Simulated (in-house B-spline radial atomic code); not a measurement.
A run on an ion of nuclear charge 59 with 59.4 electrons that did not converge. Method: scalar-relativistic (X2C) PBE0, spin-polarised, spherical fractional occupations, Fermi nucleus of rms radius 4.8919 fm; computed with an all-electron radial atomic-structure program (B-spline basis).

Command:
```bash
python run_scf.py task.json out
```
Settings (nuclear radius in fm, mass in u):
```
Z                59
configuration    [Xe] 4f3.4 6s2
hamiltonian      x2c
method           pbe0
spin_polarised   True
nucleus          fermi
rms_radius       4.8919
atomic_mass      140.90766
speed_of_light   137.035999084
```

First and last ten iterations of the last attempt (damped for 15 steps, keeping 80 % of the old Fock matrix, then DIIS):
```
 iter        energy (Eh)    residual
    1       -9226.214427    4.75e-01
    2       -9225.510360    5.51e-01
    3       -9230.988711    3.48e-01
    4       -9233.743145    2.06e-01
    5       -9235.056854    1.22e-01
    6       -9235.649310    7.63e-02
    7       -9235.901633    4.65e-02
    8       -9236.003674    2.79e-02
    9       -9236.043852    1.97e-02
   10       -9236.060943    1.45e-02
  111       -9232.498333    1.57e-01
  112       -9232.568833    1.54e-01
  113       -9236.058018    1.19e-02
  114       -9232.555191    1.54e-01
  115       -9232.588980    1.52e-01
  116       -9236.067127    8.35e-03
  117       -9232.500889    1.56e-01
  118       -9232.497170    1.56e-01
  119       -9232.489031    1.56e-01
  120       -9232.489514    1.56e-01
 not converged after 120 iterations
```

The smallest residual met was 8.3e-03; the threshold is about 6e-07. No energy from this run should be used. The likely cause: this method binds the added charge weakly or not at all at the basis-set limit, so charge moves back and forth between the atom and the box. Run time, properties included: 3.1 s on 1 thread of Intel(R) Xeon(R) 6975P-C, on a shared host.
